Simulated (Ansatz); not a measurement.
SiH2Me(NCO) (C2H5NOSi). Charge 0, multiplicity 1. Geometry PBE-D4/def2-SVP, basis def2-TZVP, Ansatz.

Cartesian coordinates in Å:
```
Si 0.135 -0.054 -0.810
H 1.109 0.789 -1.585
H -0.442 -1.099 -1.723
C -1.221 1.004 -0.055
H -1.784 1.530 -0.853
H -0.793 1.766 0.627
H -1.934 0.381 0.520
N 1.014 -0.868 0.446
C 1.649 -1.444 1.297
O 2.268 -2.006 2.135
```

```csv
run,HOMO (eV),LUMO (eV)
A,-8.69,0.61
B,-8.07,-0.04
C,-11.14,2.47
D,-10.79,2.33
E,-9.83,1.27
F,-8.47,0.33
```

LC-ωPBE has ω = 0.4 bohr⁻¹. HSE06 is defined as in plane-wave codes, on full-range PBE exchange.

Q: The runs used CAM-B3LYP, HSE06, LC-ωPBE, PBE0, r2SCAN0, ωB97X-V. Estimate which is which.

A: A r2SCAN0 (25 % exact exchange); B HSE06 (range-separated); C LC-ωPBE (range-separated); D ωB97X-V (range-separated); E CAM-B3LYP (range-separated); F PBE0 (25 % exact exchange). Exact exchange lowers occupied and raises empty levels; among semilocal functionals meta-GGAs tend to open the gap a little, and such runs are hard to tell apart. The gap grows from 8.03 eV (HSE06) to 13.61 eV (LC-ωPBE).
